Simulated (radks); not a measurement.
Results of a calculation; reference values are marked as such.
Ir IV, 74 electrons, occupied as [Xe] 4f14 5d6. Level of theory: Dirac Kohn-Sham, PBE, spin-unpolarised, spherical densities, finite nucleus; open shells are shared between the two j in proportion to 2j + 1; Fermi nuclear charge, rms radius 5.4032 fm (a radial shooting solver on a logarithmic mesh with Libxc functionals). Some entries of the table are withheld. Estimate them.

orbital  occ.  eigenvalue (hartree)  r(max) (bohr)  <r^2> (bohr^2)
1s1/2       2             -2793.500        0.01082       0.0004197
2s1/2       2             -489.3053            (1)        0.006361
2p1/2       2             -468.8940        0.04620        0.004517
2p3/2       4             -409.0848        0.05336        0.005710
3s1/2       2             -115.3309         0.1759         0.04139
3p1/2       2             -106.1564         0.1644         0.03783
3p3/2       4             -93.06070         0.1790         0.04431
3d3/2       4             -77.69509         0.1397         0.03413
3d5/2       6             -74.86490         0.1437         0.03590
4s1/2       2             -25.51997         0.3978          0.2024
4p1/2       2             -21.64314         0.3965          0.2074
4p3/2       4             -18.54601         0.4268          0.2411
4d3/2       4             -12.18021         0.4211          0.2578
4d5/2       6             -11.60521         0.4306          0.2701
5s1/2       2                   (2)         0.8914           1.070
5p1/2       2              -3.52705         0.9464             (3)
4f5/2       6              -3.50986            (4)          0.3451
4f7/2       8              -3.39514            (5)          0.3553
5p3/2       4              -3.02195          1.026             (6)
5d3/2     2.4              -1.38674            (7)           2.673
5d5/2     3.6              -1.33338            (8)           2.832

Answer. 
(1) 2s1/2 r(max) (bohr): 0.06251
(2) 5s1/2 eigenvalue (hartree): -4.74907
(3) 5p1/2 <r^2> (bohr^2): 1.267
(4) 4f5/2 r(max) (bohr): 0.3927
(5) 4f7/2 r(max) (bohr): 0.3974
(6) 5p3/2 <r^2> (bohr^2): 1.504
(7) 5d3/2 r(max) (bohr): 1.252
(8) 5d5/2 r(max) (bohr): 1.287
